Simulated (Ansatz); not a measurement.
H2Se (SMILES [SeH2]): from total energies to a heat of formation

H2Se has 3 atoms, charge 0, and is taken as a singlet. As SMILES, `[SeH2]`. Geometry: relaxed at PBE0-D4/def2-TZVP.

```xyz
3

Se    0.5607   -0.2747    0.2802
H     0.0454    1.0919    0.1439
H    -0.6061   -0.8172   -0.4241
```

Total energies at wB97M-V/def2-TZVPPD (Ansatz 0.2.0); the atoms run unrestricted:

```tsv
species	state	energy (Eh)
H2Se	singlet	-2402.605992
Se	triplet	-2401.358533
H	doublet	-0.494111
```

Harmonic wavenumbers at PBE0-D4/def2-TZVP, in cm⁻¹: 1062, 2455, 2468.

Measured heats of formation of the gaseous atoms at 298.15 K, in kJ/mol: Se 227.1, H 218.0. Spin-orbit lowering of the atoms at 298 K (mean of the ground term's levels less their thermal mean, from spectra), in kJ/mol: Se 11.30. Take 1 Eh = 2625.50 kJ/mol, 1 cm⁻¹ = 0.0119627 kJ/mol, RT = 2.479 kJ/mol.

Q: Work out the heat of formation of the gas at 298 K.

A: 
1. Electronic atomisation energy: (-2401.358533) + 2 × (-0.494111) − (-2402.605992) = 0.259237 Eh = 680.6 kJ/mol.
2. Zero-point energy: half the sum of the wavenumbers, 2992.5 cm⁻¹ = 35.8 kJ/mol.
3. Thermal vibrational enthalpy, Σ hcν̃/(exp(hcν̃/kT) − 1): 0.1 kJ/mol. Translation, rotation and pV of a non-linear molecule: 4 RT = 9.9 kJ/mol.
4. The 3 free atoms carry 5/2 RT each: 18.6 kJ/mol.
5. Spin-orbit coupling lowers the free atoms by 11.30 = 11.3 kJ/mol.
6. Atomisation enthalpy at 298 K: 680.6 − 11.3 − 35.8 − 0.1 − 9.9 + 18.6 = 642.1 kJ/mol.
7. Sum of the atoms' heats of formation: 663.1 kJ/mol. Heat of formation: 663.1 − 642.1 = +21.0 kJ/mol.

The tabulated value is +29.7 kJ/mol (CRC Handbook of Chemistry and Physics), so this level is off by -8.7 kJ/mol, or 1.4 % of the atomisation enthalpy that the table implies (633.4 kJ/mol). Relativity is left out. Anharmonicity and any spin-orbit splitting of the molecule are left out.
